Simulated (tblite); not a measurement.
C7H10NP.
SMILES with atom numbers: `[CH3:1][c:2]1[cH:3][p:4][cH:5][n:6]1[CH:7]1[CH2:8][CH2:9]1` (hydrogens: H10, H11, H12 on C1; H13 on C3; H14 on C5; H15 on C7; H16, H17 on C8; H18, H19 on C9)

Cartesian coordinates in Å at the GFN2-xTB level; atoms count from 1:
```xyz
19
C7H10NP angstrom
C      1.765   -1.150   -0.180
C      1.362    0.272    0.008
C      2.160    1.374   -0.101
P      1.295    2.869    0.228
C     -0.110    1.929    0.500
N      0.078    0.594    0.340
C     -0.946   -0.379    0.522
C     -2.349   -0.079    0.092
C     -1.533   -1.072   -0.677
H      1.575   -1.729    0.724
H      1.212   -1.612   -0.998
H      2.826   -1.198   -0.406
H      3.202    1.329   -0.359
H     -1.081    2.290    0.786
H     -0.815   -0.973    1.423
H     -3.158   -0.434    0.713
H     -2.544    0.873   -0.376
H     -1.770   -2.121   -0.596
H     -1.178   -0.774   -1.651
```

Method: GFN2-xTB as coded in tblite; computed harmonic values from a numerical Hessian at the method's own geometry, unscaled. Errors from tens to a few hundred cm⁻¹ against measured bands are possible. One conformer, not necessarily the lowest.

Harmonic wavenumbers (cm⁻¹): 68.4, 111.2, 131.3, 175.2, 219.0, 299.9, 346.8, 430.2, 459.0, 539.4, 559.3, 588.5, 712.0, 770.8, 777.9, 805.9, 857.1, 880.8, 954.8, 969.1, 996.9, 1009.2, 1029.8, 1053.4, 1075.1, 1083.4, 1086.1, 1126.9, 1153.8, 1180.6, 1209.1, 1255.0, 1348.4, 1389.5, 1403.2, 1422.7, 1429.4, 1474.4, 1477.6, 1479.7, 1540.4, 2990.0, 2991.8, 3008.4, 3060.7, 3093.7, 3097.0, 3101.1, 3118.0, 3124.3, 3126.0.

A = 2474, B = 1138, C = 823.8 MHz; mass 139.055 u (most abundant isotopes); point group C1, symmetry number 1.

Zero-point energy?

Half the sum of the wavenumbers: 33796 cm⁻¹ = 404.29 kJ/mol.

Give the ideal-gas entropy at 298.15 K and 1 bar in the rigid-rotor, harmonic-oscillator model (classical rotation).

Translation 170.40, rotation 122.67, vibration 95.82: S = 388.9 J/(mol K).

And Cp and H(298.15 K) − H(0)?

Cp = 149.79 J/(mol K), of which vibrations give 116.54 (their classical limit is 51 R = 424.0); H(298.15 K) − H(0) = 25.97 kJ/mol without the zero-point energy, 16.06 from vibrations.

Which modes carry the vibrational entropy at 298.15 K?

68.4 cm⁻¹: 17.57; 111.2 cm⁻¹: 13.59; 131.3 cm⁻¹: 12.25; 175.2 cm⁻¹: 9.95; 219.0 cm⁻¹: 8.23; 299.9 cm⁻¹: 5.93 J/(mol K); the other 45 give 28.31 together.

What must be added to the electronic energy to get the Gibbs energy at 298.15 K and 1 bar?

ZPE + [H(298.15 K) − H(0)] − T·S = 404.29 + 25.97 − 115.95 = 314.31 kJ/mol.

Hindered rotation and anharmonicity are outside this model. Other conformers, if any are populated, would add a mixing term that is left out. The structure is chiral; the term R ln 2 for an equal mix with its mirror image is left out.

Time: 6.0 s wall, 2.4 s CPU. Hardware: Intel Xeon at 2.50 GHz, one thread, no GPU, shared host with 64 logical CPUs at a one-minute load of 20. This covers the Hessian and the dipole derivatives.
